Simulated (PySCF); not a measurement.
A geometry optimisation, step by step.

Compound: C₉H₈ClN.
Numbering: `[CH2:1]=[C:2]1[CH:3]=[C:4]([Cl:5])/[C:6]1=[CH:7]\[CH2:8][CH2:9][C:10]#[N:11]` (hydrogens: H12, H13 on C1; H14 on C3; H15 on C7; H16, H17 on C8; H18, H19 on C9)

Method: PySCF, PBE0-D3(BJ)/def2-SVP geometry optimisation, gas phase; density fitting, grid level 1; the optimiser is geomeTRIC in internal coordinates, started from a GFN2-xTB structure. The frame can shift and turn from step to step; on so coarse a grid that alone can change the energy by a few meV, and forces under 0.02 eV/Å are noise.

Step 0: E = -23444.4335 eV, largest atomic force 1.923 eV/Å
```
atom  x, y, z in Å  |  force x, y, z in eV/Å
C1     -2.867   -0.409   -1.325   -0.159  -0.152  -0.155
C2     -2.057    0.324   -0.582    0.325   0.382   0.321
C3     -2.019    1.715   -0.102   -0.040  -0.222  -0.085
C4     -0.861    1.498    0.568    0.242   0.019   0.143
Cl5     0.142    2.476    1.523    0.013   0.041   0.039
C6     -0.774    0.087    0.149   -0.169   0.193  -0.030
C7      0.054   -0.933    0.316    0.490  -0.142   0.471
C8      1.326   -0.866    1.102   -0.088  -0.071  -0.536
C9      2.543   -0.786    0.161   -0.351  -0.083   0.491
C10     2.515    0.439   -0.599    0.224  -1.115   0.536
N11     2.482    1.414   -1.193   -0.081   1.651  -0.982
H12    -2.659   -1.445   -1.528    0.173  -0.597  -0.091
H13    -3.763    0.003   -1.756   -0.493   0.276  -0.222
H14    -2.660    2.562   -0.244   -0.384   0.576  -0.058
H15    -0.168   -1.874   -0.170   -0.187  -0.395  -0.266
H16     1.425   -1.763    1.718    0.072  -0.208   0.220
H17     1.319    0.007    1.754    0.050   0.182   0.248
H18     3.471   -0.814    0.740    0.271  -0.097   0.082
H19     2.540   -1.627   -0.539    0.093  -0.240  -0.125
```

Step 1: E = -23444.5030 eV, largest atomic force 0.128 eV/Å
```
atom  x, y, z in Å  |  force x, y, z in eV/Å
C1     -2.732   -0.229   -1.202   -0.036  -0.036  -0.031
C2     -1.927    0.521   -0.447   -0.017  -0.019  -0.018
C3     -1.905    1.915    0.035   -0.040   0.108   0.001
C4     -0.737    1.704    0.703    0.016   0.025   0.028
Cl5     0.252    2.691    1.669   -0.011  -0.026  -0.028
C6     -0.634    0.291    0.283    0.038  -0.011   0.031
C7      0.210   -0.731    0.443   -0.049  -0.056  -0.093
C8      1.500   -0.662    1.194    0.033   0.038   0.117
C9      2.722   -0.550    0.267    0.047  -0.096  -0.031
C10     2.726    0.680   -0.514   -0.043   0.035   0.008
N11     2.702    1.667   -1.117    0.015   0.013  -0.018
H12    -2.500   -1.277   -1.404    0.003   0.032   0.004
H13    -3.645    0.186   -1.637    0.023  -0.016   0.011
H14    -2.556    2.780   -0.100    0.029  -0.051   0.011
H15    -0.035   -1.675   -0.061    0.012   0.044   0.022
H16     1.628   -1.570    1.807    0.005   0.040  -0.024
H17     1.496    0.198    1.882   -0.004  -0.042  -0.015
H18     3.655   -0.589    0.854   -0.033  -0.009  -0.011
H19     2.751   -1.401   -0.436    0.012   0.028   0.033
```

Step 2: E = -23444.5039 eV, largest atomic force 0.023 eV/Å
```
atom  x, y, z in Å  |  force x, y, z in eV/Å
C1     -2.734   -0.230   -1.201    0.010   0.004   0.005
C2     -1.930    0.522   -0.448   -0.006   0.004   0.011
C3     -1.906    1.916    0.038    0.002   0.018  -0.010
C4     -0.733    1.704    0.699   -0.014  -0.013   0.013
Cl5     0.266    2.687    1.657   -0.008  -0.001  -0.008
C6     -0.634    0.291    0.278    0.011  -0.008  -0.016
C7      0.210   -0.732    0.435   -0.006   0.014  -0.003
C8      1.496   -0.661    1.194    0.008  -0.005   0.011
C9      2.722   -0.550    0.270    0.013  -0.014  -0.009
C10     2.725    0.682   -0.510   -0.014   0.010   0.006
N11     2.702    1.669   -1.113    0.008  -0.003  -0.004
H12    -2.493   -1.275   -1.405   -0.005  -0.002  -0.005
H13    -3.651    0.178   -1.633    0.003  -0.002  -0.001
H14    -2.558    2.780   -0.090   -0.004  -0.002   0.004
H15    -0.034   -1.674   -0.070    0.002   0.003   0.007
H16     1.625   -1.568    1.806   -0.004  -0.002  -0.001
H17     1.488    0.197    1.882    0.000  -0.006  -0.005
H18     3.651   -0.588    0.861    0.002   0.004  -0.001
H19     2.757   -1.400   -0.431    0.000   0.002   0.004
```

Step 3: E = -23444.5036 eV, largest atomic force 0.055 eV/Å
```
atom  x, y, z in Å  |  force x, y, z in eV/Å
C1     -2.733   -0.232   -1.202    0.013   0.013   0.007
C2     -1.933    0.524   -0.448   -0.010  -0.009  -0.004
C3     -1.918    1.918    0.040    0.027  -0.048  -0.003
C4     -0.745    1.710    0.701   -0.009   0.007   0.004
Cl5     0.247    2.700    1.659    0.015  -0.002   0.007
C6     -0.635    0.298    0.278    0.018   0.032   0.013
C7      0.212   -0.722    0.434   -0.003  -0.015   0.005
C8      1.501   -0.660    1.194   -0.021   0.022  -0.027
C9      2.726   -0.556    0.269   -0.010   0.021   0.002
C10     2.736    0.677   -0.509   -0.003  -0.002   0.004
N11     2.722    1.665   -1.112    0.005  -0.006   0.003
H12    -2.486   -1.276   -1.409    0.001  -0.010  -0.001
H13    -3.651    0.171   -1.634   -0.008   0.004  -0.005
H14    -2.575    2.777   -0.087   -0.011   0.011   0.001
H15    -0.032   -1.662   -0.071   -0.002  -0.020  -0.013
H16     1.623   -1.570    1.803   -0.011  -0.014   0.005
H17     1.498    0.195    1.885    0.004   0.018   0.006
H18     3.655   -0.601    0.859    0.009   0.006   0.005
H19     2.755   -1.406   -0.433   -0.004  -0.008  -0.008
```

Step 4: E = -23444.5038 eV, largest atomic force 0.025 eV/Å
```
atom  x, y, z in Å  |  force x, y, z in eV/Å
C1     -2.734   -0.231   -1.201    0.009   0.005   0.004
C2     -1.931    0.523   -0.448   -0.012  -0.006   0.002
C3     -1.911    1.918    0.038    0.018  -0.016  -0.009
C4     -0.739    1.708    0.699   -0.012   0.001   0.016
Cl5     0.256    2.695    1.657    0.007  -0.003   0.000
C6     -0.634    0.294    0.279    0.018   0.017  -0.001
C7      0.211   -0.727    0.436   -0.004  -0.004  -0.006
C8      1.499   -0.662    1.194   -0.007   0.014  -0.005
C9      2.724   -0.553    0.269    0.001   0.001  -0.004
C10     2.730    0.681   -0.509   -0.009   0.004   0.005
N11     2.711    1.669   -1.111    0.006  -0.004  -0.001
H12    -2.491   -1.276   -1.405   -0.001  -0.004  -0.002
H13    -3.650    0.175   -1.633   -0.003   0.001  -0.003
H14    -2.565    2.779   -0.091   -0.006   0.002   0.003
H15    -0.033   -1.668   -0.070   -0.002  -0.009  -0.001
H16     1.625   -1.571    1.804   -0.007  -0.006   0.001
H17     1.494    0.194    1.884    0.002   0.006   0.002
H18     3.653   -0.595    0.859    0.004   0.004   0.002
H19     2.755   -1.402   -0.434   -0.001  -0.003  -0.001
```

Step 5: E = -23444.5040 eV, largest atomic force under 0.02 eV/Å
```
atom  x, y, z in Å  |  force x, y, z in eV/Å
C1     -2.733   -0.231   -1.203    0.000   0.007  -0.001
C2     -1.931    0.523   -0.448    0.001  -0.006   0.004
C3     -1.911    1.917    0.040    0.004  -0.004  -0.005
C4     -0.740    1.706    0.702   -0.006  -0.006   0.004
Cl5     0.255    2.691    1.662    0.003   0.002  -0.001
C6     -0.634    0.294    0.278    0.003   0.004  -0.003
C7      0.211   -0.728    0.435    0.002   0.003   0.002
C8      1.498   -0.660    1.194    0.000   0.000  -0.003
C9      2.724   -0.552    0.270   -0.001   0.001   0.000
C10     2.730    0.680   -0.511   -0.007   0.001   0.004
N11     2.713    1.666   -1.116    0.005  -0.001  -0.001
H12    -2.490   -1.276   -1.409    0.003   0.000   0.001
H13    -3.649    0.176   -1.635   -0.003   0.001  -0.002
H14    -2.566    2.778   -0.088   -0.004   0.001   0.003
H15    -0.032   -1.670   -0.070    0.001  -0.003  -0.003
H16     1.623   -1.568    1.806   -0.003  -0.003   0.002
H17     1.492    0.197    1.883    0.002   0.003   0.000
H18     3.653   -0.592    0.861    0.002   0.003   0.001
H19     2.756   -1.403   -0.431    0.000  -0.002  -0.001
```

Problem. Summarise the path.

Solution. The energy falls by 0.0705 eV from step 0 to step 5; nine tenths of that is first reached at step 1. It rises by more than 0.2 meV at step 3. The largest force goes from 1.923 to under 0.02 eV/Å. Among the bonds C3–H14 changes most (a near tie, within 0.001 Å, with another), from 1.072 to 1.089 Å; the atoms move by 0.041 Å rms after alignment.

Problem. Follow the three bonds and two angles with the largest change from start to end.

Solution. 
```tsv
step	E above end (eV)	largest force (eV/Å)	C3–H14 (Å)	C9–C10 (Å)	C1–H12 (Å)	C8–C9–C10 (°)	H18–C9–H19 (°)
0	0.0705	1.923	1.072	1.441	1.076	110.5	108.7
1	0.0010	0.128	1.091	1.457	1.093	112.7	106.8
2	0.0001	0.023	1.089	1.458	1.092	112.6	106.7
3	0.0004	0.055	1.089	1.459	1.092	112.5	106.7
4	0.0002	0.025	1.089	1.459	1.092	112.6	106.7
5	0.0000	under 0.02	1.089	1.459	1.092	112.6	106.7
```

What follows is the cost of the whole optimisation. Rough CPU time on one thread of a shared machine: about 5 min.
